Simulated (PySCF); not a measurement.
**Excitation energy of P²⁺ by level of theory**

P²⁺ [Ne] 3s2 3p1 (2P) → P²⁺ [Ne] 3s2 3d1 (2D), as a difference of total energies. All numbers are calculated (PySCF 2.14, the non-relativistic Hamiltonian (point nucleus), in aug-cc-pwCVQZ). Correlated levels: valence: [Ne] frozen; valence and next inner shell: 1s2 frozen; nothing frozen. The calculations carry no spin-orbit coupling.

| method | excitation energy (eV) |
| --- | --- |
| UHF | 13.552 |
| LDA | 12.210 |
| PBE | 12.100 |
| PBE0 | 12.513 |
| r2SCAN | 12.503 |
| r2SCAN0 | 12.784 |
| revPBE | 12.071 |
| M06 | 12.360 |
| MP2 (valence) | 12.969 |
| SCS-MP2 (valence) | 12.931 |
| MP2 (valence and next inner shell) | 12.936 |
| SCS-MP2 (valence and next inner shell) | 12.912 |
| MP2 (all electrons) | 12.940 |
| SCS-MP2 (all electrons) | 12.914 |

How much does correlation contribute at MP2 (all electrons)?

12.940 − (13.552) = -0.612 eV, measured against UHF.

A first-order spin-orbit estimate (lowest level to lowest level, LS coupling) adds 0.040 eV.

The promoted electron is Rydberg-like, and one or two diffuse shells describe it only roughly, which tends to raise the upper state.
